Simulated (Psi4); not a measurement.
C2H6N (SMILES [CH2-]CN), charge -1, singlet, at a GFN2-xTB geometry (a gas-phase anion, which may not be bound at this level), atoms displaced at random by about 0.1 Å a coordinate; PBE/STO-3G (Psi4).

Psi4 was given this input:
```
memory 2 GB

molecule mol {
-1 1
  C     1.441541   -0.330605   -0.009058
  C    -0.046794    0.606558   -0.013820
  N    -1.383518   -0.145080   -0.076651
  H     1.368252   -0.897524    1.008880
  H     1.283766   -0.987290   -0.796872
  H     0.130943    1.191370   -1.013039
  H     0.198865    1.124199    0.837944
  H    -1.064891   -0.690734    0.902082
  H    -1.241835   -0.734569   -0.905718
}

set basis sto-3g
set reference rks
set g_convergence gau_loose

optimize('pbe')
print_variables()
```

What the program printed (banner, timings and long lists left out):

```
gradient() will perform analytic gradient computation.

   => Loading Basis Set <=

    Name: STO-3G
    Role: ORBITAL
    Keyword: BASIS

         ---------------------------------------------------------
                                   SCF
               by Justin Turney, Rob Parrish, Andy Simmonett
                          and Daniel G. A. Smith
                              RKS Reference
         ---------------------------------------------------------

  ==> Geometry <==

    Molecular point group: c1
    Full point group: C1

    Geometry (in Angstrom), charge = -1, multiplicity = 1:

       Center              X                  Y                   Z               Mass
    ------------   -----------------  -----------------  -----------------  -----------------
         C            1.485948654634    -0.336905556205     0.020779627921    12.000000000000
         C           -0.002386345366     0.600257443795     0.016017627921    12.000000000000
         N           -1.339110345366    -0.151380556205    -0.046813372079    14.003074004430
         H            1.412659654634    -0.903824556205     1.038717627921     1.007825032230
         H            1.328173654634    -0.993590556205    -0.767034372079     1.007825032230
         H            0.175350654634     1.185069443795    -0.983201372079     1.007825032230
         H            0.243272654634     1.117898443795     0.867781627921     1.007825032230
         H           -1.020483345366    -0.697034556205     0.931919627921     1.007825032230
         H           -1.197427345366    -0.740869556205    -0.875880372079     1.007825032230

  Running in c1 symmetry.

  Rotational constants: A =      1.03517  B =      0.26600  C =      0.24224 [cm^-1]
  Rotational constants: A =  31033.65702  B =   7974.41940  C =   7262.24041 [MHz]
  Nuclear repulsion =   71.904180721815706

  Charge       = -1
  Multiplicity = 1
  Electrons    = 26
  Nalpha       = 13
  Nbeta        = 13

  ==> Algorithm <==

  SCF Algorithm Type is DF.
  DIIS enabled.
  MOM disabled.
  Fractional occupation disabled.
  Guess Type is SAD.
  Energy threshold   = 1.00e-08
  Density threshold  = 1.00e-08
  Integral threshold = 1.00e-12

  ==> Primary Basis <==

  Basis Set: STO-3G
    Blend: STO-3G
    Number of shells: 15
    Number of basis functions: 21
    Number of Cartesian functions: 21
    Spherical Harmonics?: true
    Max angular momentum: 1

  ==> DFT Potential <==

   => LibXC <=

    Version 7.1.2
[...]
  @DF-RKS Final Energy:  -132.46910211971471
    Total Energy =                       -132.4691021197147052
  @DF-RKS Final Energy:  -132.47090686939254
    Total Energy =                       -132.4709068693925360
  @DF-RKS Final Energy:  -132.47191123086031
    Total Energy =                       -132.4719112308603144
  @DF-RKS Final Energy:  -132.47206731721482
    Total Energy =                       -132.4720673172148224
  @DF-RKS Final Energy:  -132.47205847287728
    Total Energy =                       -132.4720584728772792
  @DF-RKS Final Energy:  -132.47208075496894
    Total Energy =                       -132.4720807549689425
  @DF-RKS Final Energy:  -132.47209406221714
    Total Energy =                       -132.4720940622171383
[...]
	-------------------------------------------------------------------------------

	                                 ==> Convergence Check <==

	Measures of convergence in internal coordinates in au.

	Criteria marked as inactive (o), active & met (*), and active & unmet ( ).

	----------------------------------------------------------------------------------------------
	   Step    Total Energy     Delta E     Max Force     RMS Force      Max Disp      RMS Disp
	----------------------------------------------------------------------------------------------
	  Convergence Criteria              o    2.50e-03 *    1.70e-03 *    1.00e-02 *    6.70e-03 *
	----------------------------------------------------------------------------------------------
	    10    -132.47209406   -1.33e-05 o    1.76e-04 *    6.85e-05 *    1.88e-03 *    6.51e-04 *  ~
	----------------------------------------------------------------------------------------------

Next Geometry in Ang
	Fragment 1 (Ang)

	    C   1.3994214610  -0.3259951286   0.0158618678
	    C   0.2230357076   0.5288047278  -0.0223287797
	    N  -1.4298419085  -0.0871995624   0.0018031218
	    H   1.4459963406  -0.9343648380   0.9449851172
	    H   1.4480858780  -1.0116922109  -0.8576220116
	    H   0.1398011174   1.1454588994  -0.9518365588
	    H   0.1376213058   1.2225717985   0.8508011986
	    H  -1.3138635525  -0.7769873947   0.8382875874
	    H  -1.3115735420  -0.8459376735  -0.7723134992

    Final optimized geometry and variables:
    Molecular point group: c1
    Full point group: C1

    Geometry (in Angstrom), charge = -1, multiplicity = 1:

    C            1.399682716642    -0.326014908558     0.015615922528
    C            0.223281074234     0.528895693699    -0.022043007231
    N           -1.430089182558    -0.087437099264     0.001741930989
    H            1.446067541945    -0.933360259072     0.945104392831
    H            1.447171211152    -1.012513262192    -0.857449514283
    H            0.139635599436     1.145529288841    -0.951650757822
    H            0.137881782614     1.222524309144     0.851002794412
    H           -1.313680515345    -0.777370883573     0.838144976746
    H           -1.311267420770    -0.845594261246    -0.772828694706

  Variable Map:
  ----------------------------------------------------------------------------
[...]
  Array Variable Map:
  ----------------------------------------------------------------------------
[...]
Optimizer: Optimization complete!
```
